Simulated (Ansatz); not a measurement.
Ideal-gas functions of C$_{2}$H$_{3}$ClFI, SMILES `CC(F)(Cl)I` at 400 K and 1 bar, from an Ansatz frequency run at PBE0-D4/def2-TZVP.

Molar mass 208.4 g/mol, point group C1 (symmetry number 1), electronic degeneracy 1, moments of inertia 141.654, 412.391, 456.544 u Å². Harmonic wavenumbers (cm⁻¹, unscaled): 187, 246, 269, 285, 352, 411, 545, 710, 943, 1089, 1123, 1183, 1403, 1466, 1468, 3067, 3151, 3181.

Use S(trans) = R[1.5 ln M + 2.5 ln T − 1.1517]; rotational temperatures θ = 24.2544 K / I; S(rot) = R[ln(√π/σ · √(T³/θAθBθC)) + 1.5]; for each mode x = 1.438777 ν̃/T, S = R[x/(eˣ − 1) − ln(1 − e⁻ˣ)] and H = RT x/(eˣ − 1); 1 cm⁻¹ = 0.0119627 kJ/mol; R = 8.31446 J/(mol·K).

Task: By hand: the entropy, in J/(mol·K).

Result: Translation 181.6. Rotation: θ = 0.1712, 0.0588, 0.0531 K, giving 123.3. Vibration, mode by mode: 11.77, 9.60, 8.91, 8.46, 6.89, 5.78, 3.93, 2.46, 1.27, 0.83, 0.75, 0.63, 0.33, 0.27, 0.27, 0.00, 0.00, 0.00, in all 62.1. Electronic 0.0. Sum 367.0 J/(mol·K).

Task: By hand: H − E and G − E in kJ/mol, counted from the electronic energy.

Result: Zero-point energy ½ × 21079 × 0.0119627 = 126.1; thermal vibration 14.6; translation, rotation and pV give 4 RT = 13.3. H − E = 154.0 kJ/mol, and G − E = 154.0 − 400 × 367.0/1000 = 7.2 kJ/mol.

Vibration gives 17 % of the entropy. The sum counts one conformer and one mirror image; others add a mixing term.
